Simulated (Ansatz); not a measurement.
`NCB(O)[SeH]` + `CC[TeH]` → `CC([SeH])[TeH]` + `NCBO`  (formal exchange of groups at the Se–B bond)

Program: Ansatz. Geometries: PBE0-D4/def2-TZVP. ΔE: electronic, gas phase. CCSD(T)/CBS adds triple-zeta CCSD(T) − MP2 to the extrapolated MP2 energy (def2 sets, frozen cores). This one scheme is used for every species. DFT in def2-TZVPP. Elements past krypton have def2 core potentials. For Se, Te outer-core shells are correlated without core-valence functions, which leaves a few kJ/mol of doubt a bond. Scalar relativity is left out up to krypton. One conformer a species, not always the lowest.

| level | ΔE (kJ/mol) |
| --- | --- |
| PBE | 90.8 |
| PBE0 | 92.5 |

Task: What does CCSD(T)/CBS give? (Estimate.)

Result: Ansatz gave: +84.2 kJ/mol. The listed levels differ from it by 6.6, 8.3 kJ/mol.

Largest T1 diagnostic among the species: 0.012.

The D4 term adds −4.6 kJ/mol with B3LYP and −2.2 kJ/mol with PBE0; it sums over pairs of atoms, weighted by their polarisabilities, and B3LYP, whose exchange is more repulsive, gets the larger term. In def2-TZVPP, CCSD(T) changes the Hartree–Fock value by −15.7 kJ/mol (the triples alone add −2.5 kJ/mol) and MP2 by −20.1 kJ/mol.

B3LYP here is the variant with VWN-RPA as its local correlation; programs differ in this.
